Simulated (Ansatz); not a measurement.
Question: Predict a relaxed structure of the cluster Ge₂F₅⁻, charge -1, singlet, at PBE0-D4/def2-SVPD (Ansatz).

Answer: 
```xyz
7

Ge    0.0705   -0.2737    2.0725
Ge    0.0685    0.1032   -1.6290
F    -0.4673    0.3587    0.2925
F     0.0117   -2.0042    1.5512
F    -1.6689   -0.0319   -2.1169
F     0.1607    1.8942   -1.8682
F     1.8247   -0.0465    1.6979
```
Point group Cs (tolerance 0.1 Å). This is one stationary point.

The structure comes from a short search, and lower isomers may exist.
